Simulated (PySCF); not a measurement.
How methods differ on the ionisation energy of Cl²⁺

Cl²⁺ [Ne] 3s2 3p3 (4S) → Cl³⁺ [Ne] 3s2 3p2 (3P), as a difference of total energies. Computed with PySCF 2.14 in x2c-QZVPPall with one added diffuse shell each of s, p, d, f type (10s7p5d3f1g, 86 functions), with scalar relativity by spin-free X2C-1e. Correlated levels: valence: [Ne] frozen. The calculations carry no spin-orbit coupling.

| method | ionisation energy (eV) |
| --- | --- |
| UHF | 38.955 |
| MP2 (valence) | 39.657 |
| SCS-MP2 (valence) | 39.454 |
| CCSD (valence) | 39.577 |
| CCSD(T) (valence) | 39.620 |

Question: How much does correlation contribute at CCSD(T) (valence)?

Answer: 39.620 − (38.955) = 0.665 eV, measured against UHF.

The reference lies between the lowest fine-structure levels, while these numbers refer to the centres of the terms.

Errors of the correlated levels include the incompleteness of this basis and the frozen core.

For comparison: 39.8 ± 0.11 eV (semi-empirical (NIST evaluation); NIST Atomic Spectra Database, ionization energies).
